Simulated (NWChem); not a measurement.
System: CuH; SMILES [CuH]

Here is an NWChem input.

```
start job
memory heap 200 mb stack 900 mb global 1100 mb
geometry units angstroms
  Cu     0.000000     0.000000     0.046040
  H      0.000000     0.000000    -1.375310
end
basis spherical
  Cu library def2-svp
  H library def2-svp
end
dft
  xc xpbe96 cpbe96
  iterations 150
end
driver
  maxiter 120
end
task dft optimize
task dft freq
```

The level has its own optimisation; frequencies are unscaled.

What results follow from this input? (PBE/def2-SVP.) Quantities: r Cu–H (Å); highest harmonic frequency (cm⁻¹); zero-point energy (kcal/mol); dipole (D).


| Property | Value |
|---|---|
| r Cu–H (Å) | 1.463 |
| highest harmonic frequency (cm⁻¹) | 1874 |
| zero-point energy (kcal/mol) | 2.7 |
| dipole (D) | 2.23 |
